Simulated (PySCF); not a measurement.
S8, SMILES S1SSSSSSS1.

Coordinates come from a B3LYP-D3(BJ)/def2-SVP optimisation.

Two levels are set side by side: TDA-PBE/def2-SVPD (PySCF) and TDA-PBE0/def2-SVPD (PySCF). Vertical, same geometry. The lowest singlet is HOMO→LUMO 97 % with PBE and HOMO→LUMO 97 % with the other functional; states are paired by order. Differences are taken from unrounded values.

```csv
quantity,TDA-PBE
lowest singlet excitation (eV),2.40
lowest triplet excitation (TDA) (eV),2.06
```

### Question
These are the TDA-PBE values. What does TDA-PBE0 give? (Estimate from the structure and the level; the computed values follow.)

### Answer

```
quantity                              TDA-PBE0  TDA-PBE minus TDA-PBE0
------------------------------------  --------  ----------------------
lowest singlet excitation (eV)            3.01                   -0.61
lowest triplet excitation (TDA) (eV)      2.48                   -0.42
```

Functionals without exact exchange tend to place singlet excitations lower, as here. Differences between two approximate levels are no errors against the true value.

Rough cost on one machine, each run with all the roots and properties that it gave: TDA-PBE0 against TDA-PBE about 3 times.
